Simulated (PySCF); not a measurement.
C10H7N3, SMILES C1=CC2=NC=CC3=CC=NC(=C1)N32. Atoms are numbered in the order given.

```xyz
20

C      0.0000     0.0000     2.7811
C      0.0000     1.2107     2.0889
C      0.0000     1.2423     0.6768
N      0.0000     2.4270     0.0254
C      0.0000     2.4167    -1.3088
C      0.0000     1.2542    -2.0789
C      0.0000     0.0000    -1.4247
C      0.0000    -1.2542    -2.0789
C      0.0000    -2.4167    -1.3088
N      0.0000    -2.4270     0.0254
C      0.0000    -1.2423     0.6768
C      0.0000    -1.2107     2.0889
N      0.0000     0.0000    -0.0183
H      0.0000     0.0000     3.8816
H      0.0000     2.1869     2.5882
H      0.0000     3.4050    -1.8038
H      0.0000     1.2778    -3.1759
H      0.0000    -1.2778    -3.1759
H      0.0000    -3.4050    -1.8038
H      0.0000    -2.1869     2.5882
```

Geometry optimised at PBE-D3(BJ)/def2-SVP.

Method: TDA-CAM-B3LYP/def2-SVP (PySCF).

Vertical excitations.  State labels are in the subgroup C2v.

```tsv
state	symmetry	energy (eV)	λ (nm)	f	main pairs
S1	B2	1.84	672	0.000	HOMO→LUMO 98 %
S2	B2	4.06	306	0.239	HOMO→LUMO+1 88 %
S3	A1	4.35	285	0.376	HOMO→LUMO+2 92 %
S4	A2	4.35	285	0.000	HOMO−1→LUMO 92 %
S5	B1	4.86	255	0.000	HOMO−3→LUMO 76 %, HOMO−1→LUMO+2 21 %
S6	A2	5.60	221	0.000	HOMO−1→LUMO+1 93 %
T1	B2	1.60	774	0	HOMO→LUMO 98 %
T2	B2	2.44	508	0	HOMO→LUMO+1 96 %
```
Triplets are in the Tamm–Dancoff approximation.
